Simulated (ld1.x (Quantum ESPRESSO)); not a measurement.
Which change was made? (O, TM)

O, norm-conserving Troullier–Martins (Kleinman–Bylander form), made with ld1.x (Quantum ESPRESSO) 7.5 (BLYP, scalar-relativistic). Core [He], reference 2s2 2p4. Waves: 2p (bound): rc 2.15 bohr; 3d channel at 0.45 Ry: rc 1.95 bohr; 2s (bound): rc 0.75 bohr. Local part: the s channel. Core correction: Bessel-smoothed model core, default radius (core density twice the valence density).

Cutoffs, loose and tight: the cutoffs (Ry, on a coarse ladder) from which the occupation-weighted sum of valence levels, in a spherical-Bessel basis at the reference potential, stays within 10 and 1 mRy of its value at 400 Ry. They do not see the model core or the augmentation charge, which bear on the density cutoff. Test errors are all-electron minus pseudo excitation energies from the reference, over the configurations 2s2 2p3; 2s2 2p2; 2s2 2p1; 2s0 2p6; 2s2 2p4.3; 2s1 2p4; 2s2 2p3.5; variants that change the core or the reference have their own tests.

The base gives: outcome: generated; cutoff, loose: 80 Ry; cutoff, tight: 200 Ry; bound ghosts: none; largest test error (meV): +3023.

**Question.** After one change the result is: outcome: generated; cutoff, loose: 60 Ry; cutoff, tight: 140 Ry; bound ghosts: none; largest test error (meV): +3068. Which change was it?
A. wave 2s (bound): rc 0.75 bohr becomes 2s (bound): rc 1.02 bohr
B. wave 2p (bound): rc 2.15 bohr becomes 2p (bound): rc 2.96 bohr
C. type PAW; waves now 2s (bound): rcut 0.65, rcutus 0.75 bohr; 2s channel at -0.5 Ry: rcut 0.65, rcutus 0.75 bohr; 2p (bound): rcut 1.85, rcutus 2.15 bohr; 2p channel at 0.9 Ry: rcut 1.85, rcutus 2.15 bohr; 3d channel at 0.45 Ry: rcut 1.70, rcutus 1.95 bohr; 3d channel at 1.55 Ry: rcut 1.70, rcutus 1.95 bohr; local potential all-electron potential smoothed inside 1.10 bohr (lloc = -1); augmentation BESSEL, radius 0.60 bohr
D. all radii but the core radius scaled by about 0.88 (s 0.66, p 1.90, d 1.72 bohr)

**Answer.** A. The others give: all radii but the core radius scaled by about 0.88 (s 0.66, p 1.90, d 1.72 bohr) → outcome: generated; cutoff, loose: 140 Ry; cutoff, tight: 200 Ry; bound ghosts: none; largest test error (meV): +1947 | wave 2p (bound): rc 2.15 bohr becomes 2p (bound): rc 2.96 bohr → outcome: generated; cutoff, loose: 80 Ry; cutoff, tight: 200 Ry; bound ghosts: none; largest test error (meV): +7850 | type PAW; waves now 2s (bound): rcut 0.65, rcutus 0.75 bohr; 2s channel at -0.5 Ry: rcut 0.65, rcutus 0.75 bohr; 2p (bound): rcut 1.85, rcutus 2.15 bohr; 2p channel at 0.9 Ry: rcut 1.85, rcutus 2.15 bohr; 3d channel at 0.45 Ry: rcut 1.70, rcutus 1.95 bohr; 3d channel at 1.55 Ry: rcut 1.70, rcutus 1.95 bohr; local potential all-electron potential smoothed inside 1.10 bohr (lloc = -1); augmentation BESSEL, radius 0.60 bohr → outcome: generated, overlap not positive; bound ghosts: s (p not tested, overlap not positive); largest test error (meV): test run stopped at test 1 of 7 (negative rho). A file whose overlap is not positive is unfit for use, and its test errors describe a broken file.
